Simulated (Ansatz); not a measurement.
A nudged elastic band was laid between two geometries of C3H6OSi (11 atoms, charge 0, multiplicity 1).

Level of theory: RKS B3LYP-D4/6-31G in Ansatz 0.2.0.

| Property | Result |
| --- | --- |
| movable images | 7 |
| climbing image | yes |
| spring | 5.0 eV/Å² |
| optimiser | quadratic models (default) |
| start path | through a guess of the saddle point |
| force threshold | 0.05 eV/Å |
| iteration limit | 56 |
| end points | relaxed |

First end point:

```xyz
11
Properties=species:S:1:pos:R:3
C -0.332 -1.872 1.654
C -0.048 -0.722 0.804
C 0.201 0.251 0.107
Si 0.528 1.664 -1.033
O 0.022 1.327 -2.654
H 0.581 -2.439 1.875
H -1.037 -2.558 1.170
H -0.772 -1.564 2.609
H -0.181 2.872 -0.484
H 1.993 1.911 -1.154
H -0.889 1.074 -2.873
```

Last end point:

```xyz
11
Properties=species:S:1:pos:R:3
C -0.158 -1.297 1.126
C -0.220 0.148 0.949
C -0.278 1.368 0.792
Si 0.961 1.368 -1.233
O -0.265 1.004 -2.432
H 0.873 -1.639 1.262
H -0.575 -1.822 0.259
H -0.738 -1.598 2.009
H -0.543 2.383 0.988
H 1.518 -0.084 -0.970
H -0.511 0.110 -2.728
```

Problem. Which bonds break or form, and what moves?

Solution. Bonds broken: C3–Si4, Si4–H9. Bonds formed: C3–H9. C3H6OSi becomes C3H4 + H2OSi.

Problem. Give the energies along the band, and the barrier.

Solution. The forces met the threshold. The highest image is number 4 of 0 to 8, 294.2 kJ/mol above the first end and 167.4 kJ/mol above the last; the last end lies 126.8 kJ/mol above the first. Neighbouring images differ by up to 2.5 eV, so the band resolves the path poorly. A vibrational analysis at the climbing image gives one clearly imaginary mode, 1088i cm⁻¹: a first-order saddle point. The orbitals stay closed-shell, which can raise the energy where a bond breaks towards radicals; this wasn't checked here. Limits of this set-up: no polarisation functions.

| image | path coordinate (Å) | energy (kJ/mol) | C3–Si4 (Å) | Si4–H9 (Å) | C3–H9 (Å) |
| --- | --- | --- | --- | --- | --- |
| 0 | 0.00 | 0.0 | 1.84 | 1.50 | 2.71 |
| 1 | 0.88 | 0.0 | 1.84 | 1.50 | 2.71 |
| 2 | 1.76 | 0.0 | 1.84 | 1.49 | 2.74 |
| 3 | 2.64 | 54.6 | 1.83 | 1.48 | 2.25 |
| 4 | 3.52 | 294.2 | 2.08 | 1.66 | 1.36 |
| 5 | 4.75 | 165.6 | 3.03 | 2.43 | 1.07 |
| 6 | 5.97 | 148.9 | 3.05 | 2.83 | 1.06 |
| 7 | 7.19 | 136.2 | 2.70 | 2.89 | 1.06 |
| 8 | 8.42 | 126.8 | 2.37 | 2.87 | 1.07 |

Problem. What is the geometry of the highest image?

Solution. 
```xyz
11
Properties=species:S:1:pos:R:3:forces:R:3
C -0.340 -1.695 1.614 0.00 0.00 0.00
C -0.019 -0.560 0.761 0.00 0.00 0.00
C 0.260 0.411 0.052 0.00 0.00 0.00
Si 0.510 2.043 -1.219 0.00 0.00 0.00
O -0.521 1.629 -2.560 0.00 0.00 0.00
H 0.502 -1.962 2.261 0.00 0.00 0.00
H -0.591 -2.578 1.013 0.00 0.00 0.00
H -1.205 -1.482 2.255 0.00 0.00 0.00
H -0.017 1.711 0.315 0.00 0.00 0.00
H 1.955 1.676 -1.497 0.00 0.00 0.00
H -0.469 0.749 -2.975 0.00 0.00 0.00
```

Run time: 12 min on 1 thread of Arm Neoverse V2, with other jobs on the host, peak memory 0.14 GiB.
